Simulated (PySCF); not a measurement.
**Correlation energy of Si²⁺ (silicon, charge +2)**

[Ne] 3s2, closed-shell 1S. Calculation: PySCF 2.14, in cc-pV(D+d)Z (4s3p2d, 23 functions); no relativity, point nucleus. Frozen: [Ne]; 2 electrons correlated.

Total MP2 correlation energy: -28.92 mhartree.

Same-spin part 0.00 and opposite-spin part -28.92 mhartree; SCS-MP2 scales them by 1/3 and 6/5 to -34.70 mhartree.

With two correlated electrons CCSD is exact within the correlated space (frozen core and kept virtual orbitals).

```csv
level,correlation energy (mhartree)
CCSD,-43.67
```

Diagnostics: T1 = 0.0054, D1 = 0.0076, largest double amplitude 0.117.

Cost of the coupled-cluster step: 0.06 s of wall time on 1 thread of Neoverse-V1 (shared host), for 2 correlated electrons.
